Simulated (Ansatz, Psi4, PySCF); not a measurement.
CH₅N₂S (SMILES NC([NH3+])=S), charge +1, singlet, at a GFN2-xTB geometry. Base run: PySCF with PBE/STO-3G.

Here is a job for PySCF.
```python
from pyscf import gto, scf, dft

mol = gto.M(
    atom='''
N     1.132724   -1.071908   -0.254745
C     0.116556   -0.236603   -0.051112
N    -1.247639   -0.934801   -0.136440
S     0.107643    1.340122    0.260057
H     1.042190   -2.057952   -0.445657
H     2.068056   -0.693196   -0.215955
H    -1.957904   -0.203952    0.034872
H    -1.353291   -1.672009    0.576522
H    -1.416264   -1.348266   -1.065721
''',
    basis='sto-3g',
    charge=1,
    spin=0,
    verbose=4,
)

mf = dft.RKS(mol)
mf.xc = 'pbe'
mf.kernel()
```

The same geometry, method and basis name were run in Ansatz (an electronic-structure program) and Psi4 and PySCF, at each program's defaults and at the settings that a row names. The base is PySCF at its defaults. Differences at the defaults can come from grids, fitting, cores and function types together.

```
code and settings                                                                             ΔE vs base (mEh)  basis functions      E (Eh)  SCF cycles
--------------------------------------------------------------------------------------------  ----------------  ---------------  ----------  ----------
PySCF, defaults (exact integrals, its default grid, spherical functions)                                 0.000               29  -541.88226          11
Psi4, defaults (density fitting with its default set, its default grid, spherical functions)            -1.789               29  -541.88405          10
Ansatz, defaults (factorised integrals, its default grid, spherical functions)                          -0.007               29  -541.88227           -
PySCF, density fitting with def2-universal-jkfit                                                        -1.787               29  -541.88405          11
PySCF, fine grid                                                                                        -0.004               29  -541.88226          11
Psi4, exact integrals, spherical functions, fine grid                                                   -0.004               29  -541.88226          12
Ansatz, high accuracy                                                                                   -0.003               29  -541.88226           -
```
